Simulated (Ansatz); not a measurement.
Consider the hydrogenolysis of a C–Ge bond: `[GeH3][CH]1[CH2][GaH]1` + H₂ → `[CH2]1[CH2][GaH]1` + GeH₄.

Computed with Ansatz on PBE0-D4/def2-TZVP structures; ΔE is electronic, products minus reactants. CCSD(T)/CBS is the MP2 limit (def2-TZVPP, def2-QZVPP) plus CCSD(T) − MP2 in def2-TZVPP, frozen cores. This one scheme is used for every species. DFT in def2-TZVPP. B3LYP here is the variant with VWN-RPA as its local correlation; programs differ in this. For Ga, Ge outer-core shells are correlated without core-valence functions, which leaves a few kJ/mol of doubt a bond. Scalar relativity is left out up to krypton.

**Question.** Is it downhill or uphill in electronic energy at CCSD(T)/CBS, and by how much? (Estimate.)

**Answer.** The calculation gave: Uphill: ΔE = +28.8 kJ/mol.

**Question.** What do these levels give: B97M-V, B3LYP, CCSD/def2-SVP, SCS-MP2/def2-QZVPP, HF/CBS(def2), CCSD/CBS(def2)? (Best estimate.)

**Answer.** Computed: B97M-V 13.9, B3LYP 21.3, CCSD/def2-SVP -6.7, SCS-MP2/def2-QZVPP 12.8, HF/CBS(def2) -18.6, CCSD/CBS(def2) 16.9 kJ/mol.

**Question.** What do rigid-rotor, harmonic-oscillator terms from PBE0-D4/def2-TZVP frequencies (298.15 K, 1 bar) make of the CCSD(T)/CBS value? (Estimate.)

**Answer.** Computed: ΔZPE = +13.4 kJ/mol, ΔH = +38.0 kJ/mol, ΔS = 16 J/(mol·K), ΔG = +33.3 kJ/mol.

Largest T1 diagnostic among the species: 0.016.

In def2-TZVPP, CCSD(T) changes the Hartree–Fock value by +34.7 kJ/mol (the triples alone add +11.8 kJ/mol) and MP2 by +29.2 kJ/mol. Leaving LDA and LC-ωPBE aside and taking each functional with its dispersion term where it has one, the values, not all of them listed here, spread over 59.8 kJ/mol, from ωB97X-V to BLYP-D4. From PBE to PBE0 (25 % exact exchange), in def2-TZVPP and without D4, ΔE moves by −17.5 kJ/mol.
